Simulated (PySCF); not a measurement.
**Sound and unsound settings**

Molecule: `F[C@@]12CC[C@@H](O1)[C@@H](Cl)C2`, C6H8ClFO; geometry GFN2-xTB.

Molfile (atoms numbered from 1):
```
C6H8ClFO
     RDKit          3D

 17 18  0  0  0  0  0  0  0  0999 V2000
    0.2382    1.2359   -2.2143 F   0  0  0  0  0  0  0  0  0  0  0  0
    0.1008    0.5550   -1.0554 C   0  0  1  0  0  0  0  0  0  0  0  0
   -1.3456    0.5066   -0.5234 C   0  0  0  0  0  0  0  0  0  0  0  0
   -1.2737   -0.7657    0.3373 C   0  0  0  0  0  0  0  0  0  0  0  0
    0.1969   -1.1844    0.1141 C   0  0  1  0  0  0  0  0  0  0  0  0
    0.4448   -0.7986   -1.2205 O   0  0  0  0  0  0  0  0  0  0  0  0
    1.0869   -0.2253    0.9369 C   0  0  1  0  0  0  0  0  0  0  0  0
    2.7350   -0.8772    1.1093 Cl  0  0  0  0  0  0  0  0  0  0  0  0
    1.0498    1.0338    0.0631 C   0  0  0  0  0  0  0  0  0  0  0  0
   -2.0330    0.4000   -1.3611 H   0  0  0  0  0  0  0  0  0  0  0  0
   -1.6029    1.4012    0.0381 H   0  0  0  0  0  0  0  0  0  0  0  0
   -1.9402   -1.5394   -0.0377 H   0  0  0  0  0  0  0  0  0  0  0  0
   -1.4944   -0.5886    1.3871 H   0  0  0  0  0  0  0  0  0  0  0  0
    0.4146   -2.2404    0.2487 H   0  0  0  0  0  0  0  0  0  0  0  0
    0.7139   -0.0698    1.9482 H   0  0  0  0  0  0  0  0  0  0  0  0
    0.6764    1.9105    0.5863 H   0  0  0  0  0  0  0  0  0  0  0  0
    2.0254    1.2584   -0.3665 H   0  0  0  0  0  0  0  0  0  0  0  0
  2  1  1  6
  2  3  1  0
  3  4  1  0
  4  5  1  0
  5  6  1  0
  5  7  1  0
  7  8  1  0
  7  9  1  0
  6  2  1  0
  9  2  1  0
  3 10  1  0
  3 11  1  0
  4 12  1  0
  4 13  1  0
  5 14  1  6
  7 15  1  1
  9 16  1  0
  9 17  1  0
M  END
```

All runs: PySCF 2.14, non-relativistic, gas phase unless a solvent (IEF-PCM) is named; grid level 2, GIAOs and SCF threshold 1e-9 unless changed. The yardstick, PBE0/pcSseg-1, gives these isotropic shieldings σ (ppm, equivalent atoms averaged): C7 122.1, C9 137.0, C4 156.6, O6 205.7, H15 27.98, H17 29.48, H10 29.84.

**Question.** What do these inputs give? (1) PBE0/pcSseg-1; level_shift 0.1; (2) solvent methanol; KT3/cc-pVDZ; guess vsap; aux def2-universal-jkfit; (3) PBE/pcSseg-1; level_shift 0.1; (4) PBE0/def2-SVP; grid level 0; max_cycle 96; scale 1.3; altered: scale 1.3

**Answer.** 
```
run    outcome  functions  wall time     C7     C9     C4      O6    H15    H17    H10
  1  converged        200    2.3 min  122.1  137.0  156.6   205.7  27.98  29.48  29.84
  2  converged        170       73 s  129.4  148.9  165.8   219.0  27.57  29.86  30.21
  3  converged        200      110 s  114.9  131.0  150.9   192.5  27.69  29.47  29.84
  4  converged        170       31 s  -44.5   17.3   41.3  -387.0  19.86  21.15  21.53
```

Times are on shared hosts with different chips, so compare them loosely.

**Question.** Comment on the technical settings and failures.

**Answer.** 
- Run 1: The level shift changes the path of the SCF (10 cycles), not the solution, provided the same state is reached.
- Run 2: The functional and orbital basis and medium differ from the yardstick's, which in itself moves the values. The starting guess changes the path of the SCF (15 cycles), not the solution, provided the same state is reached. The other auxiliary basis adds little: it changes only the density-fitting error.
- Run 3: The functional differs from the yardstick's, which in itself moves the values. The level shift changes the path of the SCF (11 cycles), not the solution, provided the same state is reached.
- Run 4: The orbital basis differs from the yardstick's, which in itself moves the values. All coordinates were scaled by 1.3, as happens with a wrong length unit or a careless edit. Grid level 0 is coarse; it adds numerical noise and can break the equality of equivalent atoms. The cycle limit changes the path of the SCF (15 cycles), not the solution, provided the same state is reached.

Run 4 was set up unsoundly or failed; its numbers aren't to be quoted as properties of the molecule.
